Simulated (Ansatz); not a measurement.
A nudged elastic band was laid between two geometries of AlGeH$_{7}$NOSb (12 atoms, charge 0, multiplicity 1).

Level of theory: Ansatz 0.2.0, RKS B3LYP/def2-SVP.

```
movable images  : 5
climbing image  : yes
spring          : 5.0 eV/Å²
optimiser       : quadratic models (default)
start path      : straight line
force threshold : 0.05 eV/Å
iteration limit : 42
end points      : relaxed
```

First end point:

```xyz
12
Properties=species:S:1:pos:R:3
Al -0.758 2.401 1.249
O -0.121 0.900 1.727
Sb -0.030 -1.094 1.798
N -0.372 -1.599 -0.159
Ge 0.575 -1.072 -1.662
H -0.043 3.709 1.780
H -2.042 2.458 0.319
H 1.686 -1.116 1.549
H -1.352 -1.816 -0.339
H 2.070 -1.232 -1.326
H 0.164 -1.994 -2.832
H 0.302 0.399 -2.071
```

Last end point:

```xyz
12
Properties=species:S:1:pos:R:3
Al -0.425 2.737 1.340
O -0.319 1.046 1.271
Sb 0.017 -0.868 1.733
N -0.411 -1.770 -0.052
Ge 0.300 -1.388 -1.723
H 0.326 3.522 2.497
H -1.288 3.483 0.242
H 1.705 -0.781 1.342
H -1.365 -2.130 -0.081
H 1.794 -1.085 -1.499
H 0.122 -2.638 -2.617
H -0.379 -0.183 -2.418
```

Task: Which bonds break or form, and what moves?

Result: No bond is made or broken.

Task: Give the energies along the band, and the barrier.

Result: The run converged. The highest image is number 6 of 0 to 6, 0.5 kJ/mol above the first end and 0.0 kJ/mol above the last; the last end lies 0.5 kJ/mol above the first. The highest image is an end point: on this band no image between the ends rises above it.

| image | path coordinate (Å) | energy (kJ/mol) |
| --- | --- | --- |
| 0 | 0.00 | 0.0 |
| 1 | 0.34 | 0.0 |
| 2 | 0.68 | 0.2 |
| 3 | 1.02 | 0.3 |
| 4 | 1.36 | 0.4 |
| 5 | 1.69 | 0.4 |
| 6 | 2.02 | 0.5 |

The band took 4 iterations and of the order of 6 core-minutes.

The run took 2.9 min on 2 threads of Arm Neoverse V1, with other jobs on the host, peak memory 0.47 GiB.
